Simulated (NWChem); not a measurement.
Species: ZrOCl2; SMILES [Cl][Zr]([Cl])=[O]

All runs: NWChem. def2 effective core potentials on Zr; no spin-orbit coupling. The level has its own optimisation; frequencies are unscaled.

### Question
Predict the results for PBE0/def2-SVP. Quantities: r O–Zr (Å); r Cl–Zr (Å); highest harmonic frequency (cm⁻¹); lowest (cm⁻¹); zero-point energy (kcal/mol).

### Answer
- r O–Zr (Å): 1.724
- r Cl–Zr (Å): 2.379
- highest harmonic frequency (cm⁻¹): 1001
- lowest (cm⁻¹): 52
- zero-point energy (kcal/mol): 3.1
